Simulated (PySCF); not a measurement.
Bonds (- single, = double, # triple, : aromatic): C1-C2, C2=O3, C2-N4, N4-C5, C5-C6, C5-C7. C1 carries H8, H9, H10; N4 carries H11; C5 carries H12; C6 carries H13, H14, H15; C7 carries H16, H17, H18.

GIAO shifts from PySCF 2.14 on PBE0-D3(BJ)/def2-TZVP geometries (one conformer, non-relativistic, equivalent nuclei averaged), against TMS at the same level and in the same medium; PCM means IEF-PCM chloroform.

Measured (solution, not stated per compound (mostly CDCl3 or CCl4); Pretsch, Buehlmann, Badertscher, Structure Determination of Organic Compounds, 4th ed. (2009)): C5 40.5, C6/C7 22.3, H12 4.01, H13/H14/H15/H16/H17/H18 1.13 ppm.

Q: Which unscaled values do B97-2/pcSseg-2, gas; WP04/pcSseg-2, PCM; wB97X-D/pcSseg-2, PCM give, and how close are they?

A: 
| atoms | measured | B97-2/pcSseg-2, gas | WP04/pcSseg-2, PCM | wB97X-D/pcSseg-2, PCM |
| --- | --- | --- | --- | --- |
| C5 | 40.5 | 42.6 | 47.9 | 43.5 |
| C6/C7 | 22.3 | 25.7 | 25.9 | 25.9 |
| H12 | 4.01 | 4.66 | 4.38 | 4.44 |
| H13/H14/H15/H16/H17/H18 | 1.13 | 1.01 | 1.05 | 1.04 |

Mean absolute error for ¹³C: B97-2/pcSseg-2, gas 2.8, WP04/pcSseg-2, PCM 5.5, wB97X-D/pcSseg-2, PCM 3.3 ppm.

Mean absolute error for ¹H: B97-2/pcSseg-2, gas 0.39, WP04/pcSseg-2, PCM 0.22, wB97X-D/pcSseg-2, PCM 0.26 ppm.

The C=O carbon of an acid or of an amide with N–H lies up to 10 ppm further downfield in solution, through hydrogen bonding that the calculation lacks.
